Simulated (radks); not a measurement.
The numbers below are computed, except where a source is named.
Question: All-electron atom: Sr5+ in [Ar] 3d10 4s2 4p3 (the NIST ground configuration). Level of theory: Dirac Kohn-Sham, PBE, spin-unpolarised, spherical densities, point nucleus; open shells are shared between the two j in proportion to 2j + 1 (a radial shooting solver on a logarithmic mesh with Libxc functionals). Some entries of the table are withheld. Estimate them.

| orbital | occ. | eigenvalue (eV) | r(max) (bohr) | <1/r> (bohr^-1) |
|---|---|---|---|---|
| 1s1/2 | 2 | -15999.72 | 0.02553 | 39.00 |
| 2s1/2 | 2 | -2224.309 | 0.1452 | 8.781 |
| 2p1/2 | 2 | -2030.441 | (1) | 8.752 |
| 2p3/2 | 4 | -1962.003 | (2) | 8.412 |
| 3s1/2 | 2 | -399.9241 | 0.4357 | 2.938 |
| 3p1/2 | 2 | -329.4602 | 0.4245 | (3) |
| 3p3/2 | 4 | -318.9322 | 0.4334 | (4) |
| 3d3/2 | 4 | -195.2444 | 0.3744 | 2.530 |
| 3d5/2 | 6 | -193.3983 | 0.3771 | 2.509 |
| 4s1/2 | 2 | -99.9119 | 1.155 | 1.063 |
| 4p1/2 | 1 | -80.7778 | 1.241 | (5) |
| 4p3/2 | 2 | -79.2649 | 1.262 | (6) |

Answer: 
(1) 2p1/2 r(max) (bohr): 0.1136
(2) 2p3/2 r(max) (bohr): 0.1171
(3) 3p1/2 <1/r> (bohr^-1): 2.830
(4) 3p3/2 <1/r> (bohr^-1): 2.748
(5) 4p1/2 <1/r> (bohr^-1): 0.9648
(6) 4p3/2 <1/r> (bohr^-1): 0.9460
